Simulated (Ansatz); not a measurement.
Consider the formal exchange of groups at a C–Si bond: `C[Si](N)(N)S` + `C/C=C/CC` → `C/C=C(\C)CC` + `N[SiH](N)S`.

Program: Ansatz. Geometries: PBE0-D4/def2-TZVP. ΔE: electronic, gas phase. CBS: MP2 limit from def2 TZ/QZ plus the TZ coupled-cluster correction, frozen cores. Double bonds are as drawn, so ΔE can hold a change between cis and trans. One conformer a species, not always the lowest.

```csv
species,SCS-MP2/def2-TZVPP energy (Eh)
`C[Si](N)(N)S`,-839.00799
`C/C=C/CC`,-196.08393
`C/C=C(\C)CC`,-235.30925
`N[SiH](N)S`,-799.76759
```

Q: Work out ΔE.

A: ΔE = (-235.30925) + (-799.76759) − (-839.00799) − (-196.08393) = 0.01508 Eh = +0.41 eV. CCSD(T)/CBS gives +0.43 eV.

Largest T1 diagnostic among the species: 0.010.

At CCSD(T), def2-SVP lies −0.13 eV from the extrapolated value and def2-TZVPP −0.01 eV. In def2-TZVPP, CCSD(T) changes the Hartree–Fock value by −0.04 eV (the triples alone add −0.01 eV) and MP2 by −0.05 eV.
